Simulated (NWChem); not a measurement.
# Correlation energy of H3ClSi

SMILES: [SiH3]Cl
```xyz
5

Si     0.9965     0.0279     0.0000
Cl    -1.0818    -0.0303     0.0000
H      1.4600     0.7444     1.2180
H      1.4600     0.7444    -1.2180
H      1.5191    -1.3644     0.0000
```
Charge 0, spin multiplicity 1.

Program: NWChem. Structure: optimised with B3LYP/def2-SVP, a minimum by its harmonic frequencies.

Basis set: cc-pVDZ. Each correlation energy counts from its own Hartree-Fock reference.

The correlated methods keep 10 core orbitals frozen. The structure started from a generated list of species. No row is a measurement; the coupled-cluster row has its own basis-set and correlation limits.

| method | correlation energy (mHa) |
|---|---|
| CCSD(T) | -279.9 |
| SCS-MP2 | [?] |
| MP2 | -239.5 |
| RI-MP2 | -239.4 |
| CCSD | [?] |
| CCSD+T(CCSD) | -280.0 |
| CR-CCSD[T] | -279.0 |
| CR-CCSD(T) | -279.0 |

Problem. Complete the blanks.

Solution. 
- SCS-MP2, correlation energy (mHa): -243.4
- CCSD, correlation energy (mHa): -274.6
